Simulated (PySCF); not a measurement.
## Basis and Hamiltonian dependence of the excitation energy of Cr⁺

Cr⁺ [Ar] 3d5 (6S) → Cr⁺ [Ar] 3d4 4s1 (6D). Calculated with PySCF 2.14 from differences of total energies of unrestricted determinants, without spin-orbit coupling. Values in eV.

```json
{"basis": "aug-cc-pVDZ-DK", "Hamiltonian": "spin-free X2C", "functions": "59", "UHF": "0.787", "PBE": "1.609", "PBE0": "1.550", "MP2 (valence)": "1.401", "CCSD(T) (valence)": "1.399", "CCSD(T) (valence and next inner shell)": "n/a"}
{"basis": "aug-cc-pVDZ", "Hamiltonian": "non-relativistic", "functions": "59", "UHF": "1.047", "PBE": "1.869", "PBE0": "1.813", "MP2 (valence)": "1.668", "CCSD(T) (valence)": "1.667", "CCSD(T) (valence and next inner shell)": "n/a"}
{"basis": "ANO-RCC-VTZP", "Hamiltonian": "spin-free X2C", "functions": "59", "UHF": "0.783", "PBE": "1.643", "PBE0": "1.571", "MP2 (valence)": "1.441", "CCSD(T) (valence)": "1.436", "CCSD(T) (valence and next inner shell)": "1.474"}
{"basis": "x2c-TZVPPall", "Hamiltonian": "spin-free X2C", "functions": "64", "UHF": "0.740", "PBE": "1.586", "PBE0": "1.519", "MP2 (valence)": "1.354", "CCSD(T) (valence)": "1.354", "CCSD(T) (valence and next inner shell)": "1.377"}
{"basis": "def2-TZVPPD", "Hamiltonian": "non-relativistic", "functions": "67", "UHF": "1.028", "PBE": "1.904", "PBE0": "1.834", "MP2 (valence)": "1.652", "CCSD(T) (valence)": "1.652", "CCSD(T) (valence and next inner shell)": "1.688"}
{"basis": "x2c-TZVPPall with one added diffuse shell each of s, p, d, f type", "Hamiltonian": "spin-free X2C", "functions": "80", "UHF": "0.740", "PBE": "1.584", "PBE0": "1.517", "MP2 (valence)": "1.353", "CCSD(T) (valence)": "1.349", "CCSD(T) (valence and next inner shell)": "1.374"}
{"basis": "aug-cc-pVTZ-DK", "Hamiltonian": "spin-free X2C", "functions": "93", "UHF": "0.765", "PBE": "1.609", "PBE0": "1.542", "MP2 (valence)": "1.384", "CCSD(T) (valence)": "1.374", "CCSD(T) (valence and next inner shell)": "n/a"}
{"basis": "aug-cc-pVTZ", "Hamiltonian": "non-relativistic", "functions": "93", "UHF": "1.025", "PBE": "1.869", "PBE0": "1.805", "MP2 (valence)": "1.648", "CCSD(T) (valence)": "1.638", "CCSD(T) (valence and next inner shell)": "n/a"}
{"basis": "x2c-QZVPPall", "Hamiltonian": "spin-free X2C", "functions": "96", "UHF": "0.731", "PBE": "1.575", "PBE0": "1.509", "MP2 (valence)": "1.364", "CCSD(T) (valence)": "1.353", "CCSD(T) (valence and next inner shell)": "n/a"}
{"basis": "dyall-av2z", "Hamiltonian": "non-relativistic", "functions": "101", "UHF": "1.015", "PBE": "1.857", "PBE0": "1.791", "MP2 (valence)": "1.616", "CCSD(T) (valence)": "1.614", "CCSD(T) (valence and next inner shell)": "n/a"}
{"basis": "aug-cc-pVTZ with one added diffuse shell each of s, p, d, f, g type", "Hamiltonian": "non-relativistic", "functions": "118", "UHF": "1.025", "PBE": "1.867", "PBE0": "1.804", "MP2 (valence)": "1.648", "CCSD(T) (valence)": "n/a", "CCSD(T) (valence and next inner shell)": "n/a"}
{"basis": "aug-cc-pwCVTZ", "Hamiltonian": "non-relativistic", "functions": "127", "UHF": "1.017", "PBE": "1.874", "PBE0": "1.808", "MP2 (valence)": "1.661", "CCSD(T) (valence)": "n/a", "CCSD(T) (valence and next inner shell)": "n/a"}
{"basis": "aug-cc-pVQZ-DK", "Hamiltonian": "spin-free X2C", "functions": "140", "UHF": "0.737", "PBE": "1.563", "PBE0": "1.501", "MP2 (valence)": "1.375", "CCSD(T) (valence)": "n/a", "CCSD(T) (valence and next inner shell)": "n/a"}
{"basis": "aug-cc-pwCVTZ-DK with one added diffuse shell each of s, p, d, f, g type", "Hamiltonian": "spin-free X2C", "functions": "152", "UHF": "0.756", "PBE": "1.613", "PBE0": "1.543", "MP2 (valence)": "1.395", "CCSD(T) (valence)": "n/a", "CCSD(T) (valence and next inner shell)": "n/a"}
```

Frozen in the all-electron rows: valence: [Ar]; valence and next inner shell: [Ne].

Non-relativistic rows lack the scalar-relativistic shift.

Reference for a calculation without spin-orbit coupling: 1.522 eV (measured, between term centres; NIST).
